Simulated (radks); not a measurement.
Co7+, 20 electrons, occupied as [Ar] 3d2 (the NIST ground configuration).

Calculated with a radial shooting solver on a logarithmic mesh with Libxc functionals: non-relativistic Kohn-Sham, PBE, spin-polarised, spherical densities, point nucleus; open shells are filled with parallel spins first.

Energy parts (eV):
total: -37193.428
kinetic: 37171.094
electron-nucleus: -85622.850
Hartree: 12735.425
exchange-correlation: -1477.096

Orbitals (lengths in bohr, moments of r in powers of bohr; r(max) is where P^2 peaks; r(90%) holds 90 % of the orbital's charge):
| orbital | occ. | eigenvalue (eV) | r(max) | r(90%) | <r^4> |
|---|---|---|---|---|---|
| 1s down | 1 | -7666.102 | 0.03750 | 0.101 | 0.00004811 |
| 1s up | 1 | -7666.098 | 0.03750 | 0.101 | 0.00004812 |
| 2s up | 1 | -1037.778 | 0.2161 | 0.400 | 0.01077 |
| 2s down | 1 | -1035.978 | 0.2160 | 0.399 | 0.01071 |
| 2p up | 3 | -921.0059 | 0.1734 | 0.370 | 0.007939 |
| 2p down | 3 | -919.6680 | 0.1733 | 0.369 | 0.007881 |
| 3s up | 1 | -238.8694 | 0.6575 | 1.08 | 0.5876 |
| 3s down | 1 | -235.5564 | 0.6585 | 1.09 | 0.5964 |
| 3p up | 3 | -202.8655 | 0.6542 | 1.12 | 0.6725 |
| 3p down | 3 | -199.5749 | 0.6556 | 1.13 | 0.6864 |
| 3d up | 2 | -143.5363 | 0.5903 | 1.19 | 0.8388 |
| 3d down | 0 | -140.1191 | 0.5938 | 1.20 | 0.8759 |
| 4s up | 0 | -90.7580 | 1.595 | 2.38 | 14.03 |
| 4s down | 0 | -89.4842 | 1.601 | 2.40 | 14.32 |
| 4p up | 0 | -79.5694 | 1.686 | 2.54 | 18.05 |
| 4p down | 0 | -78.3423 | 1.693 | 2.56 | 18.51 |

The highest occupied level is 3d up at -143.54 eV. For comparison, the ionisation energy in NIST's Atomic Spectra Database is 158 eV (semi-empirical). In exact Kohn-Sham theory the highest level is minus the ionisation energy, but local and semilocal functionals leave it too shallow, through self-interaction and a potential that decays too fast; potentials with the right tail come closer. Virial ratio -V/T = 2.00060. Spin moment in Bohr magnetons: 2. Summed over all electrons, <r^2> = 7.012 bohr^2, which gives a Langevin (diamagnetic) susceptibility term of -5.55 x 10^-6 cm^3/mol.
